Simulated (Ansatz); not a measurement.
CH₆InNSe, SMILES `[NH2][InH][CH2][SeH]` from Hartree–Fock to CCSD(T)

Cartesian coordinates in Å:
```
N -0.6017 0.6569 -1.7529
In 0.9236 0.3906 -0.4659
C 0.4260 -1.0248 1.0740
Se -0.6700 -0.0181 2.3564
H -0.5678 1.2816 -2.5411
H -1.3866 0.0306 -1.8233
H 2.2958 1.3965 -0.6136
H -0.1106 -1.9154 0.7537
H 1.3046 -1.3256 1.6441
H -1.6133 0.5277 1.3687
```

Total charge 0; spin multiplicity 1. Correlated methods include outer-core shells of In, Se, which these sets cover unevenly. Scalar relativity is left out up to krypton. In: def2 effective core potential. The structure was optimised at the PBE0-D4/def2-TZVP level. It is one conformer, not always the lowest. Frozen core, restricted reference, Ansatz.

```json
{"basis": "def2-SVP", "HF (Eh)": "-2684.46089", "MP2 corr.": "-0.65051", "CCSD corr.": "-0.68862", "(T)": "-0.02058", "CCSD(T) total": "-2685.17009"}
{"basis": "def2-TZVPP", "HF (Eh)": "-2684.88414", "MP2 corr.": "-0.96809", "CCSD corr.": "-0.98914", "(T)": "-0.03704", "CCSD(T) total": "-2685.91032"}
{"basis": "def2-QZVPP", "HF (Eh)": "-2684.93798", "MP2 corr.": "-1.48650", "CCSD corr.": "–", "(T)": "–", "CCSD(T) total": "–"}
```
